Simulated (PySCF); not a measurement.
Compound: C2H7F3GeSi.
Geometry (PBE0-D3(BJ)/def2-SVP, Å), atoms numbered from 1 in this order:
```
atom  x, y, z in Å
F1    -0.967    1.429    0.930
C2    -1.712    0.597    0.184
F3    -1.730    1.095   -1.060
F4    -2.961    0.667    0.654
C5    -1.172   -0.800    0.216
Ge6    0.616   -0.993   -0.609
Si7    2.094    0.716    0.143
H8    -1.881   -1.457   -0.308
H9    -1.124   -1.124    1.265
H10    1.126   -2.387   -0.193
H11    0.459   -0.971   -2.141
H12    2.101    0.749    1.637
H13    1.663    2.043   -0.385
H14    3.477    0.419   -0.342
```

Level: PBE0/def2-SVPD in PySCF, non-relativistic, on one gas-phase PBE0-D3(BJ)/def2-SVP geometry that isn't relaxed in the solvent. The solvent is an IEF-PCM continuum (cavity from Bondi-type radii × 1.2), and excitations are vertical TDDFT with non-equilibrium linear response and a frozen core. Specific hydrogen bonds and non-electrostatic terms are outside this model. Spin–orbit coupling is left out although an atom past zinc is present.

Gas-phase singlets (H = HOMO, L = LUMO):

```csv
state,E (eV),λ (nm),f,leading configurations
S1,7.261,171,0.054,"H→L 80%, H→L+1 13%"
S2,7.449,166,0.044,"H→L+1 68%, H→L+2 19%"
S3,7.528,165,0.038,"H→L+2 46%, H→L+3 40%"
S4,7.772,160,0.368,"H→L+3 51%, H→L+2 27%"
S5,8.233,151,0.002,"H→L+4 77%, H-1→L 17%"
```

Q: How does the list change in acetonitrile (ε = 35.69)?

A: 
```csv
state,E (eV),λ (nm),f,leading configurations,change by rank (eV)
S1,7.264,171,0.098,"H→L 80%, H→L+1 14%",+0.003
S2,7.425,167,0.092,"H→L+1 66%, H→L+2 21%",-0.024
S3,7.489,166,0.053,H→L+3 85%,-0.039
S4,7.638,162,0.500,"H→L+2 71%, H→L+1 13%",-0.134
S5,8.176,152,0.004,H→L+4 92%,-0.057
```

Q: How do the frontier levels move from gas to acetonitrile?

A: 
```tsv
orbital	gas (eV)	solvent (eV)	change (eV)
LUMO+2	0.35	0.54	+0.19
LUMO+1	0.22	0.44	+0.22
LUMO	-0.01	0.24	+0.25
HOMO	-8.37	-8.13	+0.24
HOMO-1	-9.44	-9.19	+0.25
HOMO-2	-9.49	-9.25	+0.24
HOMO-3	-10.09	-9.90	+0.19
```

The HOMO–LUMO gap goes from 8.35 to 8.37 eV.

On one thread, Arm Neoverse N1 (aarch64), no GPU, shared host with 64 logical CPUs at a one-minute load of 54, this took 74 s and 1.1 GiB of memory at its peak. This is the whole response run at PBE0/def2-SVPD in acetonitrile, SCF included.
